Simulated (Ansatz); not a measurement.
## Ansatz (development build ahead of 0.2.0) run

```yaml
crystal:
  periodic: [false, false, false]
  atoms:
    - { symbol: Fe, position_ang: [0.0, 0.0, 0.0] }
    - { symbol: O, position_ang: [0.0, 0.0, 1.68] }
basis:
  gaussian: { orbitals: def2-SVP }
total_charge: -1
magnetization:
  initial_magnetization: 3
hamiltonian:
  xc: pbe0
output:
  forces: true
```

The input is written out in the form of the current development build from the run's settings.

Results

```json
{"Converged": "yes", "Total energy": "-1338.33243 hartree", "Spin squared of the determinant": "3.750", "Stability test": "minimum among restricted orbitals"}
```

Forces (eV/Å):
| atom | Fx | Fy | Fz |
| --- | --- | --- | --- |
| Fe1 | 0.000 | 0.000 | 3.428 |
| O2 | 0.000 | 0.000 | -3.428 |

Caution: no diffuse functions for an anion; other spin multiplicities were not run.
